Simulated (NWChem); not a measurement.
Species: GeSe, singlet; SMILES [Ge]=[Se]

```xyz
2

Ge     0.0000     0.0000    -1.1028
Se     0.0000     0.0000     1.0376
```
Atoms are numbered in this order, from 1.

Computed with NWChem. Low-valent species are run as closed-shell singlets; no triplet was tried in these runs. Coordinates come from a PBE0-D3(BJ)/def2-TZVP optimisation. Static field.

| level | isotropic polarisability (bohr³) | anisotropy (bohr³) |
|---|---|---|
| PBE/def2-SVPD | 61.6 | 38.3 |
| B3LYP/def2-SVPD | 61.0 | 37.8 |
| BHandHLYP/def2-SVPD | 60.1 | 36.1 |
| LC-BLYP (range parameter 0.33 per bohr)/def2-SVPD | 59.7 | 36.2 |
